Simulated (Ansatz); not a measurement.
A single point on CH$_{4}$Ga, SMILES `[CH3][GaH]` radical.

```yaml
crystal:
  periodic: [false, false, false]
  atoms:
    - {symbol: C, position_ang: [-0.029332, -0.418284, -0.518048]}
    - {symbol: Ga, position_ang: [0.685670, 0.372583, 1.162145]}
    - {symbol: H, position_ang: [0.574686, -1.243097, -0.892854]}
    - {symbol: H, position_ang: [-1.046384, -0.775585, -0.328730]}
    - {symbol: H, position_ang: [-0.085664, 0.364734, -1.280282]}
    - {symbol: H, position_ang: [-0.056876, 1.635649, 1.811567]}
basis:
  gaussian: {orbitals: def2-QZVPP}
magnetization: {spin_polarized: true, initial_magnetization: 1}
correlation: {method: mp2}
scf: {omitted_lower_state_checks: [cluster_reference]}
```

```sh
$ ansatz run in.yaml --threads 2 --pin off --events-out ev --progress --plain
```

Shortened log:

```
Functional definition: HF
1633 factors; integrals over basis functions are off by at most 8.2e-4 eV
mean field evaluation 1: about -53425.6283 eV, gradient 2.2e1 eV
mean field evaluation 2: about -53425.6291 eV, gradient 2.2e1 eV
mean field evaluation 4: about -53428.4316 eV, gradient 2.5e0 eV
mean field evaluation 8: about -53428.5370 eV, gradient 2.2e-1 eV
mean field -53428.53868125 eV, -1963.4625813716 hartree, gradient 9.2e-6 eV, S^2 0.755997; 0 other end points of the search recorded, 0 dependent functions left out
10 core orbitals not correlated: weight in the atoms' cores, before any rotation towards them, 1.000 or more for the frozen orbitals, at most 0.000 for the correlated occupied ones
reference -53428.53868125 eV, -1963.4625813716 hartree; 11, 10 occupied and 245, 246 virtual orbitals, 1633 factors
second order -17.66770596 eV of doubles, -0.00000000 eV of singles
Total energy: -53446.20638721 eV, -1964.1118575901 hartree
Checks for a lower state left out: cluster_reference
```

Hardware: 2 threads of a server CPU on a shared host. Wall time 9 s, peak host memory 0.86 GiB.
